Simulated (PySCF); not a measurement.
Which orbitals make which state

SiEtCl3, C₂H₅Cl₃Si.
InChI=1S/C2H5Cl3Si/c1-2-6(3,4)5/h2H2,1H3

Level of theory: TDDFT B3LYP/def2-SVPD, vertical, gas phase, core orbitals frozen in the response (PySCF 2.14.0, density-fitted response routines). Isolated species at its PBE0-D3(BJ)/def2-SVP geometry, gas phase.

Orbital energies (eV): HOMO-3 -9.26, HOMO-2 -9.24, HOMO-1 -8.93, HOMO -8.86, LUMO -0.54, LUMO+1 0.12, LUMO+2 0.41.

Computed singlets:

| state | E (eV) | f |
| --- | --- | --- |
| S1 | 7.32 | 0.0001 |
| S2 | 7.42 | 0.079 |
| S3 | 7.66 | 0.030 |
| S4 | 7.68 | 0.025 |
| S5 | 8.04 | 0.025 |
| S6 | 8.13 | 0.016 |
| S7 | 8.22 | 0.053 |
| S8 | 8.25 | 0.0010 |
| S9 | 8.31 | 0.056 |
| S10 | 8.31 | 0.037 |

Problem. Assign a leading configuration to S1, S2, S3 and S5 and set E beside the orbital difference Δε.

Solution. 

| state | leading configuration | weight | Δε (eV) | E (eV) | E − Δε (eV) | f | other configurations |
| --- | --- | --- | --- | --- | --- | --- | --- |
| S1 | HOMO-1→LUMO | 0.96 | 8.39 | 7.32 | -1.07 | 0.0001 | – |
| S2 | HOMO→LUMO | 0.97 | 8.32 | 7.42 | -0.90 | 0.079 | – |
| S3 | HOMO-2→LUMO | 0.91 | 8.70 | 7.66 | -1.04 | 0.030 | – |
| S5 | HOMO→LUMO+1 | 0.83 | 8.99 | 8.04 | -0.95 | 0.025 | – |

E − Δε runs from -1.07 to -0.90 eV. By orbital difference alone the order would be S2, S1, S3, S5.

H and L stand for HOMO and LUMO. The other states: S4 7.68 eV, f 0.025, H-3→L (86%); S6 8.13 eV, f 0.016, H-1→L+1 (52%), H-4→L (18%), H→L+3 (18%); S7 8.22 eV, f 0.053, H-5→L (63%), H-1→L+3 (10%); S8 8.25 eV, f 0.0010, H-4→L (55%), H-1→L+1 (29%); S9 8.31 eV, f 0.056, H→L+2 (35%), H→L+3 (25%), H-4→L (13%); S10 8.31 eV, f 0.037, H→L+2 (35%), H→L+3 (34%), H-5→L (14%).

Problem. Which computed triplets share their leading configuration (75% or more) with a singlet, and how far apart are the partners?

Solution. 

```tsv
configuration	triplet	E(T) (eV)	singlet	E(S) (eV)	E(S) − E(T) (eV)
HOMO-1→LUMO	T1	6.96	S1	7.32	+0.36
HOMO→LUMO	T2	7.04	S2	7.42	+0.38
HOMO-2→LUMO	T3	7.21	S3	7.66	+0.45
```

The 4 triplets are Tamm–Dancoff values, the singlets full response.

Summed over the main configurations (up to three a state, each over 8%) of all 10 singlets, the electron leaves HOMO with weight 3.26, HOMO-1 with weight 1.87, HOMO-2 with weight 0.91 and HOMO-3 with weight 0.86.

On one thread of an Intel Xeon 6975P-C, shared host, this took 20 s (grids of density and orbitals included) and 0.85 GiB of memory at its peak.
